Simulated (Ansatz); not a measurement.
A nudged elastic band was laid between two geometries of C$_{4}$H$_{10}$AlN (16 atoms, charge 0, multiplicity 1).

All numbers below come from Ansatz, RKS PBE0-D4/6-31G*.

* movable images: 6
* climbing image: no
* spring: 5.0 eV/Å²
* optimiser: quadratic models (default)
* start path: through a guess of the saddle point
* force threshold: 0.05 eV/Å
* iteration limit: 23
* end points: relaxed

Initial state:

```xyz
16
Properties=species:S:1:pos:R:3
N 0.521 -1.157 1.140
C 0.195 -0.041 0.164
Al 1.893 0.330 1.085
C -0.102 -0.395 -1.294
C -1.114 0.771 -1.283
C -1.168 0.647 0.255
H 0.659 -2.057 0.688
H -0.168 -1.257 1.881
H 1.844 1.190 2.430
H 3.244 -0.180 0.403
H 0.716 -0.373 -2.021
H -0.630 -1.358 -1.382
H -0.643 1.709 -1.591
H -2.047 0.641 -1.837
H -1.261 1.560 0.851
H -1.962 -0.055 0.554
```

Final state:

```xyz
16
Properties=species:S:1:pos:R:3
N 0.521 -1.157 1.141
C 0.197 -0.047 0.158
Al 1.887 0.336 1.090
C -0.108 -0.403 -1.296
C -1.110 0.772 -1.284
C -1.161 0.649 0.254
H 0.683 -2.054 0.691
H -0.179 -1.269 1.870
H 3.247 -0.181 0.429
H 1.824 1.212 2.423
H 0.707 -0.389 -2.027
H -0.645 -1.361 -1.380
H -0.633 1.706 -1.594
H -2.046 0.648 -1.836
H -1.247 1.563 0.850
H -1.959 -0.049 0.555
```

Task: What changes between the two ends?

Result: No bond is made or broken. The dihedral C4–C2–Al3–H9 goes from 157 to -21°. The two ends are copies of one structure, up to a mirror image or an exchange of like atoms.

Task: Give the energies along the band, and the barrier.

Result: It converged. The highest image is number 2 of 0 to 7, 13.7 kcal/mol above the ends, which have the same energy within 2 meV. No image climbed, so the highest image needn't sit at the top of the path.

```tsv
image	path coordinate (Å)	energy (kcal/mol)	dihedral C4–C2–Al3–H9 (°)
0	0.00	0.0	157
1	1.17	7.8	155
2	2.34	13.7	165
3	3.51	13.3	-164
4	4.68	12.3	-125
5	5.85	10.1	-93
6	7.03	2.2	-52
7	8.20	0.0	-21
```

Task: What is the geometry of the highest image?

Result: 
```xyz
16
Properties=species:S:1:pos:R:3
N 0.115 -1.487 1.244
C 0.198 -0.372 0.312
Al 1.810 0.658 0.830
C -0.125 -0.537 -1.196
C -0.842 0.824 -1.142
C -0.992 0.623 0.379
H 0.716 -2.251 0.946
H -0.836 -1.860 1.270
H 1.940 1.140 2.343
H 2.938 1.081 -0.228
H 0.696 -0.667 -1.910
H -0.852 -1.350 -1.342
H -0.162 1.651 -1.380
H -1.753 0.951 -1.732
H -0.953 1.496 1.045
H -1.922 0.079 0.606
```

The run took 8.4 min on 2 threads of Intel(R) Xeon(R) Platinum 8259CL CPU @ 2.50GHz (Skylake/Cascade Lake) (shared host), peak memory 0.32 GiB.
